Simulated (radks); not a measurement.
Polarisability of neutral antimony, [Kr] 4d10 5s2 5p3, at imaginary frequency. Calculated with a radial shooting solver on a logarithmic mesh with Libxc functionals: non-relativistic Kohn-Sham, PBE, spin-unpolarised, spherical densities, point nucleus; relativity is left out, which matters for an element this heavy. Response by self-consistent Sternheimer equations with the Hartree and adiabatic LDA kernel.

w (hartree)  alpha1(iw) (bohr^3)
0.00266                    52.41
0.0143                     52.24
0.0360                     51.30
0.0697                     48.56
0.118                      43.08
0.186                      35.04
0.280                      25.95
0.413                      17.60
0.605                      11.10
0.892                      6.640
1.35                       3.829
2.12                       2.097
3.59                       1.007
6.94                      0.3616
17.5                     0.07854

Static values: alpha1 = 52.42 bohr^3 (7.767 angstrom^3; uncoupled 82.37). C6 = 590.8, triple-dipole C9 = 21890 atomic units. One-pole (London) frequency 4 C6 / (3 alpha1^2) = 0.287 hartree, against 0.180 for minus the highest occupied eigenvalue. Recommended static value: 43 bohr^3 (Schwerdtfeger and Nagle, 2023 table).

Beside tabulated values, note that spin-unpolarised runs miss the spin-polarisation part of the exchange energy of open shells.
